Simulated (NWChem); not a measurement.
System: CH4MgO; SMILES C[O][MgH]

The following NWChem deck was run.

```
start job
memory heap 200 mb stack 900 mb global 1100 mb
geometry units angstroms noautosym nocenter noautoz
  Mg     0.000000     0.000000    -1.405020
  H      0.000000     0.000000    -3.103364
  O      0.000000     0.000000     0.365649
  C      0.000000     0.000000     1.750269
  H      0.624798    -0.811425     2.160126
  H      0.390316     0.946804     2.160126
  H     -1.015114    -0.135378     2.160126
end
basis spherical
  * library def2-svpd
end
dft
  xc b3lyp
  iterations 150
end
tddft
  cis
  nroots 6
  notriplet
end
task tddft energy
```

Output (shortened):

```
             Northwest Computational Chemistry Package (NWChem) 7.3.0
             --------------------------------------------------------

                             Geometry "geometry" -> ""
                             -------------------------

 Output coordinates in angstroms (scale by  1.889725989 to convert to a.u.)

  No.       Tag          Charge          X              Y              Z
 ---- ---------------- ---------- -------------- -------------- --------------
    1 Mg                  12.0000     0.00000000     0.00000000    -1.40502000
    2 H                    1.0000     0.00000000     0.00000000    -3.10336400
    3 O                    8.0000     0.00000000     0.00000000     0.36564900
    4 C                    6.0000     0.00000000     0.00000000     1.75026900
    5 H                    1.0000     0.62479800    -0.81142500     2.16012600
    6 H                    1.0000     0.39031600     0.94680400     2.16012600
    7 H                    1.0000    -1.01511400    -0.13537800     2.16012600

 Effective nuclear repulsion energy (a.u.)      85.8326494487

                                 NWChem DFT Module
                                 -----------------

 Summary of "ao basis" -> "ao basis" (spherical)
 ------------------------------------------------------------------------------
       Tag                 Description            Shells   Functions and Types
 ---------------- ------------------------------  ------  ---------------------
 Mg                        def2-svpd                 9       21   4s4p1d
 H                         def2-svpd                 4        8   2s2p
 O                         def2-svpd                 9       23   4s3p2d
 C                         def2-svpd                 8       20   4s2p2d

            General Information
            -------------------
          SCF calculation type: DFT
          Wavefunction type:  closed shell.
          No. of atoms     :     7
          No. of electrons :    30
           Alpha electrons :    15
            Beta electrons :    15
          Charge           :     0
          Spin multiplicity:     1
          Use of symmetry is: off; symmetry adaption is: off
          Maximum number of iterations: 150
          AO basis - number of functions:    96
                     number of shells:    42
          Convergence on energy requested:  1.00D-06
          Convergence on density requested:  1.00D-05
          Convergence on gradient requested:  5.00D-04

[...]

                                NWChem TDDFT Module
                                -------------------

            General Information
            -------------------
           No. of orbitals :     192
            Alpha orbitals :      96
             Beta orbitals :      96
        Alpha frozen cores :       0
         Beta frozen cores :       0
     Alpha frozen virtuals :       0
      Beta frozen virtuals :       0
         Spin multiplicity :       1
    Number of AO functions :      96
        Use of symmetry is : off
      Symmetry adaption is : off
         Schwarz screening :  0.10D-07

              XC Information
              --------------
                  B3LYP Method XC Potential
              Hartree-Fock (Exact) Exchange   0.20
                 Slater Exchange Functional   0.80 local
             Becke 1988 Exchange Functional   0.72 non-local
       Lee-Yang-Parr Correlation Functional   0.81
           VWN I RPA Correlation Functional   0.19 local

             TDDFT Information
             -----------------
          Calculation type : Tamm-Dancoff TDDFT
         Wavefunction type : Restricted singlets
          No. of electrons :      30
           Alpha electrons :      15
            Beta electrons :      15
              No. of roots :       6
          Max subspacesize :    5200
            Max iterations :     100
               Target root :       1
           Target symmetry : none
      Symmetry restriction : off
                 Algorithm : Optimal
        Davidson threshold :  0.10D-03

    6 smallest eigenvalue differences (eV)
--------------------------------------------------------
  No. Spin  Occ  Vir  Irrep   E(Occ)    E(Vir)   E(Diff)
--------------------------------------------------------
    1    1   15   16 a        -0.254    -0.032     6.037
    2    1   14   16 a        -0.254    -0.032     6.037
    3    1   15   17 a        -0.254    -0.016     6.474
    4    1   14   17 a        -0.254    -0.016     6.474
    5    1   15   18 a        -0.254    -0.016     6.474
    6    1   14   18 a        -0.254    -0.016     6.474
--------------------------------------------------------

  Entering Davidson iterations
  Restricted singlet excited states

  Iter   NTrls   NConv    DeltaV     DeltaE      Time
  ----  ------  ------  ---------  ---------  ---------
    1      6       0     0.15E+00   0.10+100        6.6
    2     12       0     0.19E-01   0.17E-01        6.6
    3     18       1     0.44E-02   0.55E-03        6.6
    4     23       3     0.12E-02   0.59E-04        6.1
    5     26       5     0.26E-03   0.27E-05        5.2
    6     27       6     0.77E-04   0.88E-07        4.2
  ----  ------  ------  ---------  ---------  ---------
  Convergence criterion met

  Ground state a        -315.702085274103 a.u.

  ----------------------------------------------------------------------------
  Root   1 singlet a              0.184067537 a.u.                5.0087 eV
  ----------------------------------------------------------------------------
     Transition Moments    X  0.09681   Y -0.37072   Z -0.00000
     Dipole Oscillator Strength                    0.0180151738
     Electric Quadrupole                           0.0000000110
     Magnetic Dipole                               0.0000000312
     Total Oscillator Strength                     0.0180152160

[...]
```

Level: B3LYP/def2-SVPD, TDA. Coordinates come from a B3LYP/6-31G* (spherical d) optimisation.
